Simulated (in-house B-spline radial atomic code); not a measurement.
A run on Ar IV (Ar3+) (an excited or competing configuration) that did not converge. Method: non-relativistic wB97X, spin-polarised, spherical fractional occupations, point nucleus; computed with a B-spline radial code for spherical atoms.

Command:
```bash
python run_scf.py task.json out
```
Settings:
```
Z                18
configuration    [Ne] 3s1 3p3 4s1
hamiltonian      nr
method           wb97x
spin_polarised   True
```

First and last ten iterations of the last attempt (damped for 15 steps, keeping 80 % of the old Fock matrix, then DIIS):
```
 iter        energy (Eh)    residual
    1        -520.851196    2.76e-01
    2        -522.839265    1.10e-01
    3        -522.889610    8.19e-02
    4        -522.917426    6.08e-02
    5        -522.932859    4.52e-02
    6        -522.941454    3.36e-02
    7        -522.946261    2.50e-02
    8        -522.948961    1.86e-02
    9        -522.950485    1.38e-02
   10        -522.951350    1.03e-02
  111        -522.952545    7.10e-05
  112        -522.952545    4.69e-06
  113        -522.952545    4.53e-06
  114        -522.952545    4.54e-06
  115        -522.952545    4.65e-06
  116        -522.952545    1.77e-05
  117        -522.952545    9.85e-06
  118        -522.952545    4.68e-06
  119        -522.952545    2.68e-06
  120        -522.952545    5.38e-06
 not converged after 120 iterations
```

The smallest residual met was 2.7e-06; the threshold is about 2e-07. Over the last five steps the energy moves by less than 1e-08 hartree, but the orbitals didn't meet the threshold. Cost of the run: 2.9 s on 1 thread of Arm Neoverse V2, with other jobs on the host.
